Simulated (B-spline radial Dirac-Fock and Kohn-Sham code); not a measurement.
## Kohn-Sham estimates against Dirac-Fock for the levels of P⁸⁺

System: phosphorus as P⁸⁺, configuration [He] 2s2 2p3.

The density-functional columns are spherical, spin-unpolarised Dirac-Kohn-Sham results without Breit or QED terms: −ε is minus the orbital energy of the initial state and ΔSCF the difference of two total energies. The reference in the last column comes from relaxed Dirac-Fock hole states (ΔSCF) with Breit and QED corrections and a finite nucleus. All numbers are from a radial atomic solver, in eV; a selection of levels is shown.

```csv
level,LDA −ε,LDA ΔSCF,Dirac-Fock
K (1s),2340.5,2439.3,2432.3
L1 (2s),382.9,406.0,406.7
"L2,3 (2p)",341.4,367.5,366.3
```

Values without a named source are computed, but for edge energies of neutral atoms, which are taken from tables.
